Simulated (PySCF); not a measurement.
## Radial density of Br⁺ (bromine, charge +1)

PBE0, [Ar] 3d10 4s2 4p4, high-spin 3P determinant. All numbers are calculated (PySCF 2.14, a scalar-relativistic core potential, in cc-pVDZ-PP with ECP10MDF). This is the valence pseudo-density: the core potential removes the inner electrons and smooths the orbitals near the nucleus.

```json
{"r (bohr)": "0.000635", "4πr²ρ (e/bohr)": "2.346e-05", "4πr²(ρα − ρβ)": "0.0000"}
{"r (bohr)": "0.00107", "4πr²ρ (e/bohr)": "6.626e-05", "4πr²(ρα − ρβ)": "0.0000"}
{"r (bohr)": "0.00180", "4πr²ρ (e/bohr)": "0.0001867", "4πr²(ρα − ρβ)": "0.0000"}
{"r (bohr)": "0.00302", "4πr²ρ (e/bohr)": "0.0005216", "4πr²(ρα − ρβ)": "0.0000"}
{"r (bohr)": "0.00508", "4πr²ρ (e/bohr)": "0.001426", "4πr²(ρα − ρβ)": "0.0000"}
{"r (bohr)": "0.00855", "4πr²ρ (e/bohr)": "0.003679", "4πr²(ρα − ρβ)": "0.0000"}
{"r (bohr)": "0.0144", "4πr²ρ (e/bohr)": "0.008287", "4πr²(ρα − ρβ)": "0.0000"}
{"r (bohr)": "0.0242", "4πr²ρ (e/bohr)": "0.01526", "4πr²(ρα − ρβ)": "0.0000"}
{"r (bohr)": "0.0407", "4πr²ρ (e/bohr)": "0.03101", "4πr²(ρα − ρβ)": "0.0000"}
{"r (bohr)": "0.0684", "4πr²ρ (e/bohr)": "0.1521", "4πr²(ρα − ρβ)": "0.0003"}
{"r (bohr)": "0.115", "4πr²ρ (e/bohr)": "1.246", "4πr²(ρα − ρβ)": "0.0019"}
{"r (bohr)": "0.194", "4πr²ρ (e/bohr)": "7.339", "4πr²(ρα − ρβ)": "0.0266"}
{"r (bohr)": "0.326", "4πr²ρ (e/bohr)": "25.87", "4πr²(ρα − ρβ)": "0.1943"}
{"r (bohr)": "0.548", "4πr²ρ (e/bohr)": "31.41", "4πr²(ρα − ρβ)": "0.1188"}
{"r (bohr)": "0.921", "4πr²ρ (e/bohr)": "8.966", "4πr²(ρα − ρβ)": "0.2625"}
{"r (bohr)": "1.55", "4πr²ρ (e/bohr)": "4.356", "4πr²(ρα − ρβ)": "1.2611"}
{"r (bohr)": "2.61", "4πr²ρ (e/bohr)": "1.383", "4πr²(ρα − ρβ)": "0.5286"}
{"r (bohr)": "4.38", "4πr²ρ (e/bohr)": "0.07954", "4πr²(ρα − ρβ)": "0.0322"}
{"r (bohr)": "7.37", "4πr²ρ (e/bohr)": "6.921e-05", "4πr²(ρα − ρβ)": "0.0000"}
```

Energies and moments cover only the electrons outside the core potential.
